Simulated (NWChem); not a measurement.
AgNH4O; SMILES [OH][Ag]<-[NH3]

```xyz
7

Ag    -0.0436     0.0418     0.0000
O     -0.1688     2.0131     0.0018
H      0.7233     2.3777    -0.0054
N     -0.0620    -2.1080    -0.0010
H      0.8814    -2.4906    -0.0604
H     -0.5853    -2.4856    -0.7908
H     -0.4833    -2.4879     0.8465
```
Atoms are numbered in this order, from 1.

Results from NWChem. Geometry: optimised at PBE0/def2-SVP. def2 effective core potentials on Ag; no spin-orbit coupling. Level: PBE0/def2-SVPD; the question gives the wavelength of the field.

### Question
Estimate the computed values for field static. Quantities: isotropic polarisability (bohr³); anisotropy (bohr³).

### Answer
```json
{
  "isotropic polarisability (bohr³)": "46.8",
  "anisotropy (bohr³)": "17.8"
}
```
